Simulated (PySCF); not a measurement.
Job for PySCF: R-MP2/6-31G* on C3H6O (SMILES CC(C)=O) with ghost functions, monomers drawn apart or pushed together.

```python
from pyscf import gto, scf, dft, mp
from pyscf.data.elements import chemcore

mol = gto.M(
    atom='''
    C     0.53916203   -0.23335912    5.52165579
    C     0.34956235    0.06571533    4.05135696
    C     0.41159388    1.52147550    3.64698343
    O     0.15818985   -0.81410605    3.24381716
    H     1.53056844    0.09590020    5.84366243
    H    -0.18820428    0.32155035    6.11929473
    H     0.43121532   -1.29991846    5.70335432
    H     0.31351916    1.61759062    2.56859499
    H    -0.39053438    2.07776403    4.13912947
    H     1.35338213    1.96741044    3.97603186
    ghost-H   -0.34819692   -0.23171982   -0.37029810
    ghost-H   -0.25523136   -0.43205205    0.34241316
    ''',
    basis='6-31g*',
    cart=True,
    charge=0, spin=0, verbose=3, max_memory=1800)
mf = scf.RHF(mol)
mf.conv_tol = 1e-8
mf.max_cycle = 100
mf.kernel()
if not mf.converged:
    mf = mf.newton().run(mf.mo_coeff, mf.mo_occ)
pt = mp.MP2(mf, frozen=chemcore(mol)).run()
```

Output:

```
converged SCF energy = -191.962129831047
E(RMP2) = -192.524378250845  E_corr = -0.562248419798384
E(SCS-RMP2) = -192.51507848881  E_corr = -0.552948657763171
```

The calculation finished and met its thresholds.

Cost: roughly 1.5 core-seconds.
